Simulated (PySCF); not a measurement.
```xyz
3
charge -1 multiplicity 3, angstrom
Tc    0.0000    0.0000   -0.3424
S     1.9344    0.0000    0.5218
S    -1.9344    0.0000    0.5218
```

Computed with UPBE0 in PySCF with Tc def2-SVPD with ECP28, S def2-SVPD; scalar-relativistic core potentials, no spin–orbit coupling; density-fitted integrals.

This geometry of [TcS2]- is a stationary point at this level.

Q: What is the point group?

A: C2v.

Q: Is it a minimum?

A: Yes: all harmonic wavenumbers are real.

Q: List the harmonic modes with their infrared intensities.

A: 
```csv
symmetry,ω (cm⁻¹),IR (km/mol),type
a1,108,0.9,bend
a1,491,20.8,stretch
b2,520,204,stretch
```

Q: What are the dipole moment and the gap between the highest occupied and lowest empty levels of either spin?

A: 2.07 D about the centre of mass and 2.41 eV.

In C2v the vibrations span 2a1 + b2. Here b1 is antisymmetric to the molecular plane and b2 lies in it.

This need not be the most stable arrangement of these atoms. With open d or f shells other occupations or spin states may lie lower. The lowest empty level of this anion is unbound, so it and the gap depend on the basis. At this level a quintet minimum of C2v symmetry lies 30 kJ/mol below this structure.
